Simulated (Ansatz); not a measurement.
Consider the hydrogenolysis of a B–Al bond: `F[B]([AlH2])[SiH3]` + H₂ → `FB[SiH3]` + `[AlH3]`.

Isolated molecules relaxed with PBE0-D4/def2-TZVP in Ansatz; ΔE leaves out vibrations. CCSD(T)/CBS is the MP2 limit (def2-TZVPP, def2-QZVPP) plus CCSD(T) − MP2 in def2-TZVPP, frozen cores. This one scheme is used for every species. Functionals use def2-TZVPP. B3LYP here is the variant with VWN-RPA as its local correlation; programs differ in this.

`F[B]([AlH2])[SiH3]`:

Z-matrix (Å, degrees):
```
Si
B 1 2.050
H 1 1.489 2 116.1
H 1 1.493 2 108.3 3 122.9
H 1 1.493 2 107.7 3 -122.3
Al 2 2.170 1 122.1 3 -174.7
F 2 1.332 1 118.1 3 5.5
H 6 1.592 2 120.6 1 89.7
H 6 1.592 2 120.9 1 -86.8
```

H₂:

Z-matrix (Å, degrees):
```
H
H 1 0.746
```

`FB[SiH3]`:

Cartesian coordinates in Å:
```
F 2.013 0.529 0.679
B 0.827 -0.024 0.861
Si -0.586 0.021 -0.603
H 0.646 -0.550 1.927
H -1.840 0.604 -0.049
H -0.886 -1.380 -1.014
H -0.176 0.799 -1.802
```

`[AlH3]`:

Cartesian coordinates in Å:
```
Al 0.000 0.000 0.000
H 0.596 1.459 -0.177
H -1.213 -0.246 0.991
H 0.617 -1.213 -0.814
```

Task: Is it downhill or uphill in electronic energy at CCSD(T)/CBS, and by how much? (An estimate is asked.)

Result: Ansatz gave: Downhill: ΔE = -0.58 eV.

Task: What do these levels give: B3LYP-D4, ωB97X-V, PBE0, CAM-B3LYP, CCSD/def2-SVP, HF/CBS(def2)? (Best estimate.)

Result: The calculation gave: B3LYP-D4 -0.58, ωB97X-V -0.62, PBE0 -0.55, CAM-B3LYP -0.70, CCSD/def2-SVP -0.74, HF/CBS(def2) -0.91 eV.

Largest T1 diagnostic among the species: 0.015.

From r2SCAN to r2SCAN0 (25 % exact exchange), in def2-TZVPP and without D4, ΔE moves by −0.06 eV. The D4 term adds +0.07 eV with B3LYP and +0.04 eV with PBE0; it sums over pairs of atoms, weighted by their polarisabilities, and B3LYP, whose exchange is more repulsive, gets the larger term. At CCSD(T), def2-SVP lies −0.12 eV from the extrapolated value and def2-TZVPP −0.03 eV.
